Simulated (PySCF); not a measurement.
O$_{2}$, triplet, at a GFN2-xTB geometry; B3LYP/6-31G* (PySCF).

Here is a job for PySCF.
```python
from pyscf import gto, scf, dft

mol = gto.M(
    atom='''
O    -0.00000000   -0.00000000   -0.60491107
O     0.00000000    0.00000000    0.60491107
''',
    basis='6-31g*',
    spin=2,
    verbose=4,
)

mf = dft.UKS(mol)
mf.xc = 'b3lyp'
mf.diis = False
mf.max_cycle = 100
mf.kernel()
```

The log (banner, timings and long lists left out):

```
PySCF version 2.14.0

[INPUT] verbose = 4
[INPUT] num. atoms = 2
[INPUT] num. electrons = 16
[INPUT] charge = 0
[INPUT] spin (= nelec alpha-beta = 2S) = 2
[INPUT] symmetry False subgroup None
[INPUT] Mole.unit = angstrom
[INPUT] Symbol           X                Y                Z      unit          X                Y                Z       unit  Magmom
[INPUT]  1 O      0.000000000000   0.000000000000  -0.604911070000 AA    0.000000000000   0.000000000000  -1.143116252018 Bohr   0.0
[INPUT]  2 O      0.000000000000   0.000000000000   0.604911070000 AA    0.000000000000   0.000000000000   1.143116252018 Bohr   0.0

nuclear repulsion = 27.9936532645038
number of shells = 12
number of NR pGTOs = 54
number of NR cGTOs = 28
basis = 6-31g*
ecp = {}

******** <class 'pyscf.dft.uks.UKS'> ********
method = UKS
initial guess = minao
damping factor = 0
level_shift factor = 0
DIIS disabled
SCF conv_tol = 1e-09
SCF conv_tol_grad = None
SCF max_cycles = 100
direct_scf = True
direct_scf_tol = 1e-13
number electrons alpha = 9  beta = 7
XC library pyscf.dft.libxc version 7.1.2
    S. Lehtola, C. Steigemann, M. J. T. Oliveira, and M. A. L. Marques,  SoftwareX 7, 1–5 (2018)
XC functionals = b3lyp
    P. J. Stephens, F. J. Devlin, C. F. Chabalowski, and M. J. Frisch,  J. Phys. Chem. 98, 11623 (1994)
radial grids:
    Treutler-Ahlrichs [JCP 102, 346 (1995); DOI:10.1063/1.469408] (M4) radial grids

becke partition: Becke, JCP 88, 2547 (1988); DOI:10.1063/1.454033
pruning grids: <function nwchem_prune>
grids dens level: 3
symmetrized grids: False
atomic radii adjust function: <function treutler_atomic_radii_adjust>
small_rho_cutoff = 0
Set gradient conv threshold to 3.16228e-05
tot grids = 28168
init E= -150.485422347541

cycle= 1 E= -150.306133264894  delta_E= 0.179  |g|= 0.153  |ddm|= 1.35
cycle= 2 E= -150.315502556106  delta_E= -0.00937  |g|= 0.052  |ddm|= 0.139
cycle= 3 E= -150.316436134302  delta_E= -0.000934  |g|= 0.0195  |ddm|= 0.047
cycle= 4 E= -150.316554905973  delta_E= -0.000119  |g|= 0.00739  |ddm|= 0.0159
cycle= 5 E= -150.316571497697  delta_E= -1.66e-05  |g|= 0.00291  |ddm|= 0.0061
cycle= 6 E= -150.316573954151  delta_E= -2.46e-06  |g|= 0.00123  |ddm|= 0.00232
cycle= 7 E= -150.316574358492  delta_E= -4.04e-07  |g|= 0.000625  |ddm|= 0.00104
cycle= 8 E= -150.316574445433  delta_E= -8.69e-08  |g|= 0.000393  |ddm|= 0.000628
cycle= 9 E= -150.316574474368  delta_E= -2.89e-08  |g|= 0.000281  |ddm|= 0.000457
cycle= 10 E= -150.316574488002  delta_E= -1.36e-08  |g|= 0.00021  |ddm|= 0.000352
cycle= 11 E= -150.316574495438  delta_E= -7.44e-09  |g|= 0.000159  |ddm|= 0.000271
cycle= 12 E= -150.316574499676  delta_E= -4.24e-09  |g|= 0.000121  |ddm|= 0.000208
cycle= 13 E= -150.316574502119  delta_E= -2.44e-09  |g|= 9.2e-05  |ddm|= 0.000159
cycle= 14 E= -150.316574503532  delta_E= -1.41e-09  |g|= 7e-05  |ddm|= 0.000121
cycle= 15 E= -150.316574504349  delta_E= -8.17e-10  |g|= 5.32e-05  |ddm|= 9.21e-05
cycle= 16 E= -150.316574504822  delta_E= -4.73e-10  |g|= 4.05e-05  |ddm|= 7.01e-05
cycle= 17 E= -150.316574505096  delta_E= -2.74e-10  |g|= 3.08e-05  |ddm|= 5.33e-05
Extra cycle  E= -150.316574505254  delta_E= -1.58e-10  |g|= 2.35e-05  |ddm|= 4.06e-05
converged SCF energy = -150.316574505254  <S^2> = 2.0065264  2S+1 = 3.0043478
```
